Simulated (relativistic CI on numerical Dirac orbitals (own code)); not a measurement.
V⁴⁺ in a cubic cluster: 2p photoemission with charge transfer

Computed with a charge-transfer multiplet model of a cubic metal-ligand cluster with up to 2 ligand holes, Slater and spin-orbit integrals from Dirac-Coulomb-Breit ions, Slater integrals scaled by 0.7. The ground state mixes d1 with configurations of k ligand holes L, whose averages lie at kΔ + k(k − 1)U_dd/2; a core hole lowers each added d electron by U_cd. 300 K, Lorentzian 0.6 eV and Gaussian 0.8 eV FWHM.

Atomic integrals in eV (Slater integrals scaled, ζ unscaled), ground: F2dd 7.050, F4dd 4.418, zeta_d 0.029; with the core hole: F2dd 7.050, F4dd 4.418, zeta_d 0.047, zeta_core 4.606, F2cd 5.240, G1cd 4.036, G3cd 2.295. Where a configuration has fewer than two d electrons, the dd integrals are those of d2.

Cluster parameters (eV): U_dd = 5.3, U_cd = 6.1, 10Dq = 1.7, 10Dq(ligand) = 0.1, V(eg) = 1.75, V(t2g) = -0.82, final-state hopping factor = 0.9.

```csv
Case,n_d,d1,d2L,d3L2,S
Δ = -0.8 eV,1.94,0.23,0.61,0.17,0.50
Δ = 2.2 eV,1.57,0.49,0.45,0.06,0.50
Δ = 3.2 eV,1.47,0.57,0.38,0.04,0.50
```

Weights, n_d and S are thermal averages at 300 K. Binding energies count from the first peak over 30 % of the highest in each spectrum, which can be another peak from case to case. The parameters are a model scan and need not match a compound or its usual spin state. Peaks in eV (height, largest 100):
- Δ = -0.8 eV: 0.0 (100), 7.8 (64), 15.7 (11)
- Δ = 2.2 eV: 0.0 (100), 7.7 (70), 15.5 (13)
- Δ = 3.2 eV: 0.0 (100), 7.7 (75), 15.2 (15)

Curve for Δ = 3.2 eV (points under 2 left out, the grid thinned):

E (eV), Intensity and a bar:
```
     -3.5        2.0 
     -3.0        2.7 
     -2.5        3.9 #
     -2.0        6.3 #
     -1.5       12.6 ###
     -1.0       33.5 ##########
     -0.5       75.7 #######################
      0.0      100.0 ##############################
      0.6       82.5 #########################
      1.1       56.8 #################
      1.6       38.3 ###########
      2.1       29.1 ########
      2.6       22.8 ######
      3.1       19.6 #####
      3.6       17.9 #####
      4.1       16.6 ####
      4.6       16.2 ####
      5.1       16.5 ####
      5.6       17.9 #####
      6.1       19.8 #####
      6.6       28.7 ########
      7.1       53.8 ################
      7.7       75.5 ######################
      8.2       62.9 ###################
      8.7       43.9 #############
      9.2       30.4 #########
      9.7       23.1 ######
     10.2       18.7 #####
     10.7       15.7 ####
     11.2       13.4 ###
     11.7       11.2 ###
     12.2        9.0 ##
     12.7        6.8 #
     13.2        5.3 #
     13.7        5.0 #
     14.2        6.8 #
     14.7       11.6 ###
     15.3       14.5 ####
     15.8       11.5 ###
     16.3        8.1 ##
     16.8        5.1 #
     17.3        3.6 
     17.8        3.2 
     18.3        2.9 
     18.8        2.2
```

For the case Δ = 2.2 eV, Δ = 2.2 eV is smaller than U_dd = 5.3 eV, the charge-transfer side of the Zaanen-Sawatzky-Allen scheme. With the core hole the configuration with one ligand hole lies at Δ − U_cd = -6.9, -3.9, -2.9 eV from the one without, in the order of the table; where this is negative the screened configuration lies lower, though the effective hopping of about 3.4 eV (from the holes of the mixed ground state) mixes the two strongly wherever it is as large as the gap.

With at most 2 ligand holes the space is cut while the next configuration still counts, so covalency is underestimated, and a final configuration with one more ligand hole, which can lie low, is missing from the spectra.
